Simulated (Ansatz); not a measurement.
`[F][GeH2][Cl]` + `[OH][GeH3]` → `[F][GeH2][O][GeH3]` + HCl  (ligand exchange at a Ge–Cl bond)

Isolated molecules relaxed with PBE0-D4/def2-TZVP in Ansatz; ΔE leaves out vibrations. CBS: MP2 limit from def2 TZ/QZ plus the TZ coupled-cluster correction, frozen cores. This one scheme is used for every species. Functionals use def2-TZVPP. B3LYP here is the variant with VWN-RPA as its local correlation; programs differ in this. For Ge outer-core shells are correlated without core-valence functions, which leaves a few kJ/mol of doubt a bond. Scalar relativity is left out up to krypton. Each species was taken in one conformer, which may not be the lowest.

| level | ΔE (kJ/mol) | difference from CCSD(T)/CBS |
| --- | --- | --- |
| PBE-D4 | 29.6 | 11.2 |
| r2SCAN-D4 | 25.6 | 7.2 |
| PBE0-D4 | 28.9 | 10.5 |
| ωB97M-V | 24.3 | 5.9 |
| B2PLYP | 22.2 | 3.8 |
| PBE0 | 31.6 | 13.2 |
| B3LYP | 27.6 | 9.2 |
| CCSD/def2-TZVPP | 16.1 | -2.3 |
| HF/def2-QZVPP | 21.9 | 3.5 |
| HF/CBS(def2) | 21.7 | 3.3 |
| CCSD(T)/CBS | 18.4 | 0 |

Largest T1 diagnostic among the species: 0.012.

The D4 term adds −4.6 kJ/mol with B3LYP and −2.7 kJ/mol with PBE0; it sums over pairs of atoms, weighted by their polarisabilities, and B3LYP, whose exchange is more repulsive, gets the larger term. In def2-TZVPP, CCSD(T) changes the Hartree–Fock value by −7.2 kJ/mol (the triples alone add −0.6 kJ/mol) and MP2 by −5.7 kJ/mol.
